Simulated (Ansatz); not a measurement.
`C[SiH](C)[GeH3]`, relaxed with RKS PBE0-D4/def2-TZVP in the Gaussian-basis code of Ansatz from a PBE-D4/def2-SVP geometry. The force threshold is 0.005 eV/Å; the program also tests the step.

Charge 0, multiplicity 1.

Start:

```xyz
14

C    -1.121   -0.905    1.224
Si    0.153   -0.547   -0.134
C     1.790    0.050    0.612
Ge   -0.710    1.108   -1.637
H    -2.075   -1.270    0.793
H    -0.740   -1.681    1.919
H    -1.338    0.008    1.814
H     0.398   -1.804   -0.933
H     2.207   -0.716    1.299
H     2.542    0.247   -0.178
H     1.645    0.985    1.190
H     0.297    1.444   -2.774
H    -1.015    2.436   -0.885
H    -2.033    0.646   -2.310
```

Question: How much energy does the relaxation release, and in how many steps? (Estimate.)

Answer: The calculation gave: 0.04 eV, in 4 steps.

Question: Which bonds change most? (Best estimate.)

Answer: Computed: C1–Si2 from 1.896 to 1.875 Å; Si2–C3 from 1.896 to 1.875 Å; Si2–H8 from 1.510 to 1.493 Å; C3–H9 from 1.110 to 1.093 Å.

Question: Give the relaxed structure. (An estimate is asked.)

Answer: Ansatz gave: 
```xyz
14

C    -1.108   -0.901    1.214
Si    0.151   -0.541   -0.128
C     1.772    0.048    0.608
Ge   -0.705    1.103   -1.626
H    -2.047   -1.261    0.787
H    -0.732   -1.665    1.900
H    -1.325   -0.001    1.795
H     0.395   -1.784   -0.917
H     2.182   -0.705    1.287
H     2.513    0.240   -0.171
H     1.630    0.972    1.174
H     0.295    1.428   -2.751
H    -1.003    2.423   -0.884
H    -2.018    0.645   -2.288
```
